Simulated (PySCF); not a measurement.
## C6H9O: g tensor and hyperfine couplings

C₆H₉O (doublet state).
SMILES with atom numbers: `[CH2:1][C@@H:2]1[CH2:3][CH2:4][CH2:5][C:6]1=[O:7]` (hydrogens: H8, H9 on C1; H10 on C2; H11, H12 on C3; H13, H14 on C4; H15, H16 on C5)

Cartesian coordinates in Å at the GFN2-xTB level; atoms count from 1:
```
atom  x, y, z in Å
C1     1.933    0.101    0.161
C2     0.768   -0.777    0.130
C3    -0.122   -0.654   -1.109
C4    -1.391    0.085   -0.656
C5    -0.960    0.895    0.564
C6     0.046    0.000    1.252
O7     0.239   -0.114    2.436
H8     2.722   -0.069    0.867
H9     1.938    1.017   -0.399
H10    0.991   -1.798    0.439
H11    0.396   -0.080   -1.879
H12   -0.358   -1.632   -1.523
H13   -2.155   -0.635   -0.357
H14   -1.804    0.709   -1.446
H15   -1.779    1.137    1.240
H16   -0.472    1.826    0.269
```

The hyperfine couplings belong to this conformer and change with its torsions.

The calculation used PySCF 2.14.0, UKS B3LYP, pcH-1 on C H O, non-relativistic, mean-field spin-orbit, GIAO. One conformer (not necessarily the lowest) at the GFN2-xTB geometry, without solvent, vibrations or thermal averaging. Couplings are sensitive to structure, and on GFN2-xTB geometries they can be far from those on DFT ones. Stability of the SCF solution: not tested.

- g1, g2, g3: 2.00230, 2.00336, 2.00482
- g_iso: 2.00349
- Form of g: rhombic: the two nearest values differ by 42 % of g3 − g1
- ⟨S²⟩: 0.7585 (exact 0.7500)
- HOMO–LUMO gap, α and β orbitals: 5.23, 4.60 eV

Isotropic coupling and dipolar principal values T1 to T3, in mT; ρ(0) is the spin density at the nucleus (MHz turned into mT with g_iso):

```csv
atom,isotope,a_iso,T1,T2,T3,Mulliken spin population,ρ(0) (bohr⁻³)
C1,13C,2.87,-2.63,-2.58,5.21,0.96,0.0716
C2,13C,-0.81,-0.17,-0.03,0.20,-0.07,-0.0203
C3,13C,0.55,-0.08,-0.07,0.15,0.01,0.0138
C4,13C,0.09,-0.02,-0.01,0.04,0.00,0.0023
C5,13C,-0.10,-0.06,-0.02,0.08,0.01,-0.0024
C6,13C,2.39,-0.51,-0.15,0.66,0.02,0.0597
O7,17O,-0.33,-1.59,0.70,0.89,0.12,0.0154
H8,1H,-2.03,-1.26,0.00,1.25,-0.04,-0.0127
H9,1H,-2.08,-1.27,0.02,1.26,-0.04,-0.0130
H10,1H,1.74,-0.16,-0.12,0.28,0.02,0.0109
H11,1H,-0.09,-0.15,-0.09,0.23,0.00,-0.0006
H12,1H,-0.01,-0.07,-0.06,0.14,0.00,-0.0001
H13,1H,0.00,-0.04,-0.04,0.08,0.00,0.0000
H14,1H,-0.04,-0.04,-0.03,0.07,0.00,-0.0002
H15,1H,-0.11,-0.07,-0.04,0.11,0.00,-0.0007
H16,1H,0.29,-0.12,-0.06,0.18,0.00,0.0018
```

The Mulliken spin populations are largest on C1 (+0.96), O7 (+0.12) and C2 (-0.07). No atom but C1 exceeds +0.15. The angles at C1 add up to 359.2°, so it is planar; its axial dipolar tensor and the negative couplings of its protons fit spin in a p orbital normal to that plane.

Under fast tumbling the dipolar parts average out, and these isotropic splittings remain: 2 × 1H (H8/H9, I = 1/2, 3 lines) with 2.05 mT, 1 × 1H (H10, I = 1/2, 2 lines) with 1.74 mT, 1 × 1H (H16, I = 1/2, 2 lines) with 0.29 mT, 1 × 1H (H15, I = 1/2, 2 lines) with 0.11 mT, 1 × 1H (H11, I = 1/2, 2 lines) with 0.09 mT and 1 × 1H (H14, I = 1/2, 2 lines) with 0.04 mT.

Means are taken over nuclei equivalent by connectivity, which assumes that they swap fast.

The 17O coupling of O7 (-9.3 MHz) shows only in satellite lines or after enrichment, since that isotope makes up about 0.038 % of natural oxygen.

The 13C coupling of C1 (80.5 MHz) shows only in satellite lines or after enrichment, since that isotope makes up about 1.07 % of natural carbon.
